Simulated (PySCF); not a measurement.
B3LYP has the VWN-RPA correlation part, as in Gaussian. Excitations are Tamm–Dancoff values on a coarser integration grid. The basis has no diffuse functions, so Rydberg states are missing or too high.

Z-matrix (Å, degrees):
```
C
C 1 1.3411
H 2 1.0848 1 120.80
H 2 1.0856 3 116.26 1 -179.99
H 1 1.0875 2 117.58 3 -179.99
B 1 1.5346 5 121.29 2 -179.96
H 6 1.1923 1 121.81 5 0.05
H 6 1.1940 7 119.27 1 -179.98
```
Charge 0, spin multiplicity 1.

**Question.** Estimate the total energy, brightest of the four lowest singlets (TDA) and HOMO that B3LYP-D3(BJ)/def2-TZVP (PySCF) returns for this input.

**Answer.** 
- total energy: -104.0785 Ha
- brightest of the four lowest singlets (TDA): 6.23 eV
- HOMO: -8.25 eV
